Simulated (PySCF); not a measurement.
SrLi, CCSD(T): how much the basis matters

PySCF, ROHF reference; doublet, unpaired electrons σ ↑; De to Sr + Li without counterpoise correction. Frozen cores follow the default of each basis and core potential.

| basis | relativity | functions | Re (Å) | ωe (cm⁻¹) | De (eV) | frozen orbitals |
| --- | --- | --- | --- | --- | --- | --- |
| def2-SVP | scalar-relativistic core potentials | 32 | 3.711 | 140 | 0.19 | 0 |
| def2-SVPD | scalar-relativistic core potentials | 38 | 3.701 | 141 | 0.22 | 0 |
| def2-TZVP | scalar-relativistic core potentials | 47 | 3.721 | 142 | 0.17 | 0 |
| x2c-SVPall | spin-free X2C | 59 | 3.697 | 157 | 0.25 | 9 |

How does each smaller set differ from the one with most functions, x2c-SVPall?

def2-SVP: +1.4 pm, -10.8 % in ωe, -0.06 eV in De; def2-SVPD: +0.4 pm, -10.2 % in ωe, -0.03 eV in De; def2-TZVP: +2.4 pm, -9.6 % in ωe, -0.08 eV in De. All at CCSD(T); the set with most functions is neither the basis-set limit nor always the best. The rows treat relativity differently, so the differences are not basis effects alone.

Correlated steps freeze the inner cores (0 to 9 orbitals); shallow outer-core shells are correlated. The bond is weak. Basis-set superposition, not corrected here, can be much of De in a small basis, most of all at correlated wavefunction levels. Spin–orbit coupling is left out. The state was picked by a PBE0 search and need not be the measured ground state.
